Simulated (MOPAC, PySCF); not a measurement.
CH₇NSi₃, SMILES `N#C[SiH2][SiH2][SiH3]`, neutral singlet in the gas phase. 

Cartesian coordinates (Å):
```xyz
12

N     -2.4674     2.0530     0.4882
C     -2.1745     0.9481     0.3384
Si    -1.6081    -0.7961     0.0659
Si     0.5281    -0.6760    -0.8921
Si     1.9044     0.6729     0.4437
H     -2.6238    -1.4444    -0.7906
H     -1.5870    -1.4398     1.3969
H      0.3927    -0.1206    -2.2608
H      1.0588    -2.0595    -0.9861
H      1.3588     2.0478     0.4817
H      3.2818     0.6977    -0.1026
H      1.9362     0.1169     1.8175
```
Charge 0, multiplicity 1.

All levels are single points at this geometry (B3LYP-D3(BJ)/def2-TZVP); Pople sets use spherical d functions. Orbital energies aren't observables, and empty levels follow the basis.

PBE/6-31G* in PySCF gives dipole (D) = 3.34.

Question: Estimate the dipole (D) from each of these levels: B3LYP-D3(BJ)/def2-TZVP in PySCF; PBE-D3(BJ)/def2-TZVP in PySCF; B3LYP/6-31G* in PySCF; M06-2X/6-31G* in PySCF; HF/6-31G* in PySCF; HF/STO-3G in PySCF; PM6 in MOPAC; PM7 in MOPAC.

Answer: 
```json
[
 {"level": "B3LYP-D3(BJ)/def2-TZVP in PySCF", "dipole (D)": "3.63"},
 {"level": "PBE-D3(BJ)/def2-TZVP in PySCF", "dipole (D)": "3.53"},
 {"level": "B3LYP/6-31G* in PySCF", "dipole (D)": "3.46"},
 {"level": "M06-2X/6-31G* in PySCF", "dipole (D)": "3.51"},
 {"level": "HF/6-31G* in PySCF", "dipole (D)": "3.68"},
 {"level": "HF/STO-3G in PySCF", "dipole (D)": "3.70"},
 {"level": "PM6 in MOPAC", "dipole (D)": "3.35"},
 {"level": "PM7 in MOPAC", "dipole (D)": "3.77"}
]
```
